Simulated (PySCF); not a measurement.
**Ge (germanium, neutral): PBE calculation**

Configuration: [Ar] 3d10 4s1 4p3, high-spin 5S determinant (an excited configuration). Calculation: PySCF 2.14, in x2c-QZVPPall (11s8p5d4f1g, 97 functions); the spin-free X2C one-electron Hamiltonian (Gaussian nucleus).

```json
{
  "Total energy": "-2098.297 hartree",
  "One-electron energy": "-2920.317 hartree",
  "Hartree (Coulomb) energy": "901.927 hartree",
  "Exchange-correlation energy": "-79.907 hartree",
  "⟨S²⟩": "6.0014",
  "⟨L²⟩": "0.000",
  "Sum of ⟨r⟩": "24.26 bohr",
  "Sum of ⟨r²⟩": "41.72 bohr²",
  "Langevin diamagnetic susceptibility": "-33.0 ×10⁻⁶ cm³/mol"
}
```

```
shell  electrons  mean orbital energy (eV)  rms radius, mean of both spins (bohr)
 1s α          1                  -10950.8                                 0.0542
 1s β          1                  -10950.7                                 0.0542
 2s α          1                   -1371.7                                  0.228
 2s β          1                   -1371.6                                  0.228
 2p α          3                   -1198.9                                  0.203
 2p β          3                   -1198.8                                  0.203
 3s α          1                   -169.47                                  0.670
 3s β          1                   -169.27                                  0.670
 3p α          3                   -116.67                                  0.702
 3p β          3                   -116.42                                  0.702
 3d α          5                   -30.505                                  0.832
 3d β          5                   -30.035                                  0.832
 4s α          1                   -13.527                                   2.23
 4p α          3                    -5.342                                   2.92
```

Densities and radii are taken from the X2C orbitals without a picture-change correction, which distorts them close to the nucleus.
